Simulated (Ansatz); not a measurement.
The cluster Li₅Br₄, relaxed as a doublet with UKS PBE-D4/def2-SVP in Ansatz, starting from the GFN1-xTB geometry. Force threshold 0.02 eV/Å.

Another isomer (doublet) lies 0.34 eV lower at PBE0-D4/def2-TZVP; other spin states weren't run for this one.

Start:

```xyz
9

Li   -2.022    0.477    0.011
Li    0.297    1.238   -0.908
Li    1.670   -1.014   -0.767
Li   -0.900   -2.112   -0.472
Li    1.176    2.490    1.217
Br   -1.117    2.672    0.754
Br    2.692    1.108    0.071
Br    1.181   -3.282   -0.484
Br   -2.977   -1.578    0.578
```

(1) Estimate the energy that the relaxation releases and the steps that it takes.

(2) Does the start keep its bonding?

(3) Predict the relaxed structure.

Answers

(1) 0.46 eV, in 21 steps; 2.1 min on 4 threads of Arm Neoverse N1 on a shared host. No frequencies were taken in this run, so the end may be a saddle point.

(2) By distances, no bond broke or formed, bridged metal pairs apart. The bond that changes most is Li2–Br6, from 2.61 to 2.50 Å (atoms count from 1). Metal–metal contacts that move far: Li3–Li4 2.81 to 3.38 Å, Li1–Li4 2.86 to 3.37 Å.

(3) 
```xyz
9

Li   -1.887    0.500   -0.327
Li    0.531    2.053   -1.233
Li    1.477   -0.803   -1.053
Li   -1.047   -2.732    0.106
Li    0.939    1.510    1.561
Br   -0.983    2.633    0.670
Br    2.621    1.245   -0.127
Br    1.253   -2.999   -0.220
Br   -2.903   -1.407    0.622
```
Bond lengths (bridged metal pairs left out): 10 × Br–Li 2.34 to 2.52 Å.
